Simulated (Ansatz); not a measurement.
The same group exchange along the group F, Cl, Br.

Program: Ansatz. Geometries: PBE0-D4/def2-TZVP. ΔE: electronic, gas phase. CBS: MP2 limit from def2 TZ/QZ plus the TZ coupled-cluster correction, frozen cores. This one scheme is used for every species. For Br, Ge outer-core shells are correlated without core-valence functions, which leaves a few kJ/mol of doubt a bond. Scalar relativity is left out up to krypton.

```csv
reaction,CCSD/CBS(def2) (eV)
`[CH3][GeH2][F]` + BH₃ → `[BH2][GeH2][F]` + CH₄,-0.03
`[CH3][GeH2][Cl]` + BH₃ → `[BH2][GeH2][Cl]` + CH₄,-0.06
`[CH3][GeH2][Br]` + BH₃ → `[BH2][GeH2][Br]` + CH₄,-0.07
```

(1) Give the CCSD(T)/CBS values in the same order. (An estimate is asked.)

Largest T1 diagnostic: 0.012, for `[BH2][GeH2][F]`.

Answers

(1) Computed: -0.03, -0.06, -0.07 eV.
